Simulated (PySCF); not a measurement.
Compound: C5H5Cl3F (doublet state).
Numbering: `[CH3:1]/[CH:2]=[CH:3]/[C:4]([F:5])[C:6]([Cl:7])([Cl:8])[Cl:9]` (hydrogens: H10, H11, H12 on C1; H13 on C2; H14 on C3)

Cartesian coordinates in Å at the GFN2-xTB level; atoms count from 1:
```
atom  x, y, z in Å
C1    -2.5742    0.1529    0.0191
C2    -1.2438   -0.2089   -0.5122
C3    -0.0732    0.0367    0.1509
C4     1.1826   -0.2921   -0.3341
F5     1.2926   -0.8480   -1.5573
C6     2.4616    0.0153    0.3233
Cl7    2.3326   -0.1519    2.0857
Cl8    3.7822   -1.0062   -0.2646
Cl9    2.9300    1.7595   -0.0009
H10   -2.4976    0.6418    0.9865
H11   -3.1963   -0.7387    0.1176
H12   -3.0879    0.8174   -0.6778
H13   -1.2107   -0.6902   -1.4789
H14   -0.0987    0.5119    1.1205
```

The hyperfine couplings belong to this conformer and change with its torsions.

Theory: UKS B3LYP, pcH-1 on C Cl F H, non-relativistic, mean-field spin-orbit, GIAO (PySCF 2.14.0). Geometry: GFN2-xTB, one conformer, isolated molecule. The geometry wasn't refined by DFT: couplings that depend on bond lengths, twists or pyramidal angles can differ widely from those at the functional's own minimum. The SCF solution wasn't tested for stability. ⟨S²⟩ is 0.774 where a pure state has 0.75.

(1) Predict the first-order ENDOR lines of F5, H10/H11/H12, H13, H14 and Cl7/Cl8/Cl9 under fast tumbling at B = 1219.3 mT (Q band).

(2) Which pairs are centred on the nuclear Larmor frequency, and which on half the coupling?

(3) At what field would the lower line of H10/H11/H12 fall to zero frequency?

## Answers

(1) For S = 1/2 in fast tumbling each set of equivalent nuclei gives two lines, ν± = |νn ± a/2| to first order, with νn = g_N μN B/h and μN/h = 7.62259 MHz/T.

| nuclei | isotope | g_N | νn (MHz) | a_iso (MHz) | lower line (MHz) | upper line (MHz) |
| --- | --- | --- | --- | --- | --- | --- |
| F5 | 19F | 5.2577 | 48.87 | 87.56 | 5.09 | 92.65 |
| H10/H11/H12 | 1H | 5.5857 | 51.91 | 45.18 | 29.32 | 74.51 |
| H13 | 1H | 5.5857 | 51.91 | -34.61 | 34.61 | 69.22 |
| H14 | 1H | 5.5857 | 51.91 | 10.38 | 46.72 | 57.11 |
| Cl7/Cl8/Cl9 | 35Cl | 0.5479 | 5.09 | 11.94 | 0.88 | 11.06 |

(2) Centred on νn, since |a| < 2νn: F5, H10/H11/H12, H13 and H14. Centred on |a|/2 and split by 2νn: Cl7/Cl8/Cl9.

(3) Where νn = |a|/2, that is B = 22.59 MHz/(5.5857 × 7.62259 MHz/T) = 531 mT, as far as first order holds there.

Nuclei that the bonding pattern makes equivalent are averaged, as if the motion that swaps them (rotation, inversion, ring flip) were fast. The three 1H nuclei of mean +45.2 MHz run from 1.5 to 68.1 MHz in the frozen geometry. The three 35Cl nuclei of mean +11.9 MHz run from 2.8 to 25.8 MHz in the frozen geometry.

Main isotope only: 35Cl (natural samples also hold 24 % 37Cl, magnetic too, which adds its own pattern).

The largest Mulliken spin populations are on C2 (+0.56), C4 (+0.56), C3 (-0.23) and Cl9 (+0.07). The positive populations add up to 1.32 and the negative ones to -0.32, together 2S = 1. The angles at C2 add up to 360.0°, so it is planar.
